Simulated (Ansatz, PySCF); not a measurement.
Gas-phase reaction (SMILES): CC(=O)[O][GeH3] -> CC(=O)[O][GeH2] + H atom; the Ge-H bond at the site shown breaks (other sites are not compared here).

Structures are relaxed separately at B3LYP-D3(BJ)/def2-TZVP in Ansatz (an electronic-structure program), one conformer each, not searched for the lowest. Cores are frozen in the correlated levels unless marked. Open shells are spin-unrestricted. Spin-orbit coupling is left out. Frozen are the shells of the preceding noble gas and the d and f shells that filled before the atom's block. Non-relativistic. CBS marks a two-point X^-3 extrapolation of the correlation energy; Hartree-Fock from the larger set. Thermal terms are rigid-rotor harmonic-oscillator values from B3LYP-D3(BJ) frequencies (PySCF) at 298.15 K and 1 atm. 1 Eh = 627.5095 kcal/mol. Atoms have translation alone. Electronic entropy comes from spin alone.

```json
[
 {"species": "CC(=O)[O][GeH3]", "E, CCSD(T)/CBS(cc-pVTZ,cc-pVQZ) (Ansatz) (Eh)": "-2305.60290", "E, wB97X-V/def2-TZVPD (Ansatz) (Eh)": "-2307.14211", "H - E (Eh)": "0.08281", "G - E (Eh)": "0.04294"},
 {"species": "CC(=O)[O][GeH2]", "E, CCSD(T)/CBS(cc-pVTZ,cc-pVQZ) (Ansatz) (Eh)": "-2304.95664", "E, wB97X-V/def2-TZVPD (Ansatz) (Eh)": "-2306.49446", "H - E (Eh)": "0.07307", "G - E (Eh)": "0.03253"},
 {"species": "H atom", "E, CCSD(T)/CBS(cc-pVTZ,cc-pVQZ) (Ansatz) (Eh)": "-0.49995", "E, wB97X-V/def2-TZVPD (Ansatz) (Eh)": "-0.50049", "H - E (Eh)": "0.00236", "G - E (Eh)": "-0.01065"}
]
```

Q: Work out ΔE and ΔH, ΔG, ΔS and the equilibrium constant at 298.15 K at the first level, then ΔH at the second.

A: 
1. ΔE = [(-2304.95664) + (-0.49995)] - [(-2305.60290)] = 0.14631 Eh = 91.8 kcal/mol at CCSD(T)/CBS(cc-pVTZ,cc-pVQZ).
2. The terms H - E add up to -0.00738 Eh, so ΔH = (0.14631 + (-0.00738))×627.5095 = 87.2 kcal/mol.
3. The terms G - E add up to -0.02106 Eh, so ΔG = 78.6 kcal/mol, and ΔS = (-0.00738 - (-0.02106))×627509.5/298.15 = 28.8 cal/(mol K).
4. log10 K = -ΔG/(RT ln 10) = -57.6, with RT ln 10 = 1.3642 kcal/mol.
5. With ΔH and ΔS taken as constant, ΔG changes sign near ΔH/ΔS = 3030 K, a rough figure that leaves out heat capacities.
6. At wB97X-V/def2-TZVPD the same steps give ΔE = 92.3 and ΔH = 87.7 kcal/mol, a shift of +0.5 from the first level.
7. These values are not checked against measurement here, since the tables used lack a sound gas-phase enthalpy of formation for at least one species.
